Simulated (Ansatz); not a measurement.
Stepwise reaction of germanium tetrachloride with hydrogen fluoride, as a gas-phase model of exchange steps in deposition or etching. ΔE in kJ/mol; ΔG adds harmonic PBE0-D4 terms to CCSD(T)/CBS, at 1 bar.

Isolated molecules relaxed with PBE0-D4/def2-TZVP in Ansatz; ΔE leaves out vibrations. CCSD(T)/CBS is the MP2 limit (def2-TZVPP, def2-QZVPP) plus CCSD(T) − MP2 in def2-TZVPP, frozen cores. This one scheme is used for every species. DFT in def2-TZVPP. B3LYP here is the variant with VWN-RPA as its local correlation; programs differ in this. For Ge outer-core shells are correlated without core-valence functions, which leaves a few kJ/mol of doubt a bond. Scalar relativity is left out up to krypton.

```tsv
step	reaction	PBE-D4	B3LYP-D4	ωB97M-V	CCSD(T)/CBS	ΔG(400 K)
2	`[F][Ge]([Cl])([Cl])[Cl]` + H–F → `[F][Ge]([F])([Cl])[Cl]` + HCl	12.4	8.7	7.3	11.7	4.5
3	`[F][Ge]([F])([Cl])[Cl]` + H–F → `[F][Ge]([F])([F])[Cl]` + HCl	14.0	10.0	8.8	12.4	8.0
4	`[F][Ge]([F])([F])[Cl]` + H–F → `[F][Ge]([F])([F])[F]` + HCl	16.4	12.1	11.3	14.3	13.2
```

Give the row of step 1, `[Cl][Ge]([Cl])([Cl])[Cl]` + H–F → `[F][Ge]([Cl])([Cl])[Cl]` + HCl. (An estimate is asked.)

The calculation gave: 
| step | reaction | PBE-D4 | B3LYP-D4 | ωB97M-V | CCSD(T)/CBS | ΔG(400 K) |
| --- | --- | --- | --- | --- | --- | --- |
| 1 | `[Cl][Ge]([Cl])([Cl])[Cl]` + H–F → `[F][Ge]([Cl])([Cl])[Cl]` + HCl | 11.4 | 8.1 | 6.6 | 11.8 | 1.2 |

By hand: ΔE of the 4 steps together at CCSD(T)/CBS.

(11.8) + (11.7) + (12.4) + (14.3) = 50.2 kJ/mol, or 12.6 kJ/mol a step.

In ΔE the steps differ by no more than 2.6 kJ/mol. All are uphill at CCSD(T)/CBS. ΔG lies between 1.2 and 13.2 kJ/mol a step. PBE-D4 differs from CCSD(T)/CBS by -0.4 to 2.1 kJ/mol a step. Isolated molecules leave out the surface, adducts and barriers. Largest T1 diagnostic: 0.012.
